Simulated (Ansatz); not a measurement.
Molecule: SnI, net charge 0, doublet state. SMILES: [I][Sn]
Geometry: optimised at B3LYP-D3(BJ)/def2-TZVP (Ansatz, an electronic-structure program).

Wanted: vertical ionisation energy (to the singlet state of charge +1; each state is the SCF solution reached for its spin; for the singlet T1 is 0.026), in eV. Cores are frozen in the correlated levels unless marked. Open shells are spin-unrestricted. Spin-orbit coupling is left out. Frozen are the shells of the preceding noble gas and the d and f shells that filled before the atom's block. In def2 rows, elements after Kr have scalar-relativistic effective core potentials. CBS(X,Y): correlation extrapolated as X^-3; Hartree-Fock from the larger set.

```tsv
level	program	vertical ionisation energy (eV)
SVWN5/def2-TZVPD	Ansatz	6.92
PBE/def2-TZVPD	Ansatz	6.78
PBE0/def2-TZVPD	Ansatz	6.97
BHLYP/def2-TZVPD	Ansatz	6.98
```

Problem. Predict the CCSD(T)/CBS(def2-TZVPPD,def2-QZVPPD) result (Ansatz).

Solution. 6.94 eV, so BHLYP/def2-TZVPD differs from it by 0.04 eV.
